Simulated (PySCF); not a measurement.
# How methods differ on the excitation energy of Te

Te [Kr] 4d10 5s2 5p4 (3P) → Te [Kr] 4d10 5s1 5p4 5d1 (high-spin determinant), as a difference of total energies. Computed with PySCF 2.14 in aug-cc-pVQZ-DK3 (9s8p6d3f2g, 102 functions), with scalar relativity by spin-free X2C-1e. Correlated levels: valence: [Kr] 4d10 frozen. The calculations carry no spin-orbit coupling.

```
           method  excitation energy (eV)
              UHF                  15.191
              LDA                  16.407
              PBE                  15.976
             PBE0                  16.013
           r2SCAN                  15.886
    MP2 (valence)                  15.568
SCS-MP2 (valence)                  15.740
```

Question: How much does correlation contribute at MP2 (valence)?

Answer: 15.568 − (15.191) = 0.377 eV, measured against UHF.

A first-order spin-orbit estimate (lowest level to lowest level, LS coupling) adds -0.021 eV.

The upper state lies above the first ionisation limit, where it may autoionise and the basis confines it.

The promoted electron is Rydberg-like, and one or two diffuse shells describe it only roughly, which tends to raise the upper state.

The determinant of the upper state mixes LS terms, which raises its energy above the lowest term, most at the Hartree-Fock and MP2 levels.
